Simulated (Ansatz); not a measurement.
Mulliken charges of AlH6NOSi, SMILES `O[SiH2][NH][AlH2]` from ωB97M-V/def2-TZVPP in Ansatz (PBE0-D4/def2-TZVP geometry).

```json
{"atom": "O1", "x (Å)": "-1.817", "y (Å)": "-0.694", "z (Å)": "-1.057", "charge (e)": "-0.378"}
{"atom": "Si2", "x (Å)": "-0.577", "y (Å)": "0.374", "z (Å)": "-0.852", "charge (e)": "0.435"}
{"atom": "N3", "x (Å)": "0.693", "y (Å)": "-0.382", "z (Å)": "0.010", "charge (e)": "-0.346"}
{"atom": "Al4", "x (Å)": "1.233", "y (Å)": "-0.095", "z (Å)": "1.686", "charge (e)": "0.379"}
{"atom": "H5", "x (Å)": "-2.400", "y (Å)": "-0.548", "z (Å)": "-1.803", "charge (e)": "0.169"}
{"atom": "H6", "x (Å)": "-1.000", "y (Å)": "1.544", "z (Å)": "-0.039", "charge (e)": "-0.060"}
{"atom": "H7", "x (Å)": "-0.143", "y (Å)": "0.831", "z (Å)": "-2.203", "charge (e)": "-0.071"}
{"atom": "H8", "x (Å)": "1.159", "y (Å)": "-1.128", "z (Å)": "-0.493", "charge (e)": "0.098"}
{"atom": "H9", "x (Å)": "0.508", "y (Å)": "1.031", "z (Å)": "2.525", "charge (e)": "-0.111"}
{"atom": "H10", "x (Å)": "2.425", "y (Å)": "-0.984", "z (Å)": "2.229", "charge (e)": "-0.114"}
```

Question: By hand: the dipole of these point charges (1 e Å = 4.8032 D).

Answer: Σ q r = (0.109, 0.164, -0.064) e Å, of length 0.207 e Å = 0.99 D.

Question: How does the dipole of the full density compare? (Best estimate.)

Answer: Computed: (0.013, -0.039, -0.273) e Å, 1.33 D; the point charges give 0.74 times that, at 77° from its direction.

Point charges leave out the atoms' own dipoles, such as those of lone pairs, and Mulliken's split depends on the basis, so the two needn't agree.
